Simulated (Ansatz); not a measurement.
Input and output for the cluster Mo3⁻ (the lowest doublet isomer of a short search).

```yaml
crystal:
  periodic: [false, false, false]
  atoms:
    - {symbol: Mo, position_ang: [0.235332, 0.661540, -1.093797]}
    - {symbol: Mo, position_ang: [0.937932, -0.309865, 0.844958]}
    - {symbol: Mo, position_ang: [-1.173263, -0.351675, 0.248828]}
basis:
  gaussian: {orbitals: def2-TZVP}
total_charge: -1
magnetization: {spin_polarized: true, initial_magnetization: 3}
hamiltonian: {xc: {name: PBE0}, dispersion: d3bj}
scf: {omitted_lower_state_checks: [starts]}
output: {forces: true}
```

```sh
$ ansatz run in.yaml --threads 4 --pin off --events-out ev --progress --plain --max-ram 3916MiB
```

Shortened log:

```
Functional definition: PBE0
1071 factors; integrals over basis functions are off by at most 5.5e-4 eV
mean field evaluation 1: about -5555.8860 eV, gradient 3.8e1 eV
mean field evaluation 2: about -5422.6555 eV, gradient 1.5e2 eV
mean field evaluation 4: about -5559.8104 eV, gradient 2.8e1 eV
mean field evaluation 8: about -5563.1167 eV, gradient 1.7e0 eV
mean field evaluation 16: about -5563.4192 eV, gradient 2.8e-1 eV
mean field evaluation 32: about -5563.4292 eV, gradient 3.2e-3 eV
mean field -5563.42917430 eV, -204.4522511277 hartree, gradient 4.5e-6 eV, S^2 4.287759; 0 other end points of the search recorded, 0 dependent functions left out
reference -5563.42919825 eV, -204.4522520078 hartree; 23, 20 occupied and 97, 100 virtual orbitals, 1071 factors
Total energy: -5563.59359524 eV, -204.4582934859 hartree
Atom 0 at     0.235332     0.661540    -1.093797 Å, force    -0.422467    -0.000410    -0.133343 eV/Å
Atom 1 at     0.937932    -0.309865     0.844958 Å, force    -0.272532    -0.207876     0.280683 eV/Å
Atom 2 at    -1.173263    -0.351675     0.248828 Å, force     0.694999     0.208286    -0.147340 eV/Å
Dipole moment:     0.163747     0.049050    -0.034672 e Å
Checks for a lower state left out: starts
```

Run time 4.1 s (4 threads of Intel Xeon 6975P-C on a shared host).

In the def2 sets Mo takes a core potential; there is no spin–orbit coupling. The highest occupied level of an anion often lies above zero with these methods, and sets without diffuse functions describe the outer electron poorly. The charge -1 quartet is spin-contaminated (final ⟨S²⟩ up to 4.29, 3.75 for a pure state).

The dipole of an ion depends on the origin.
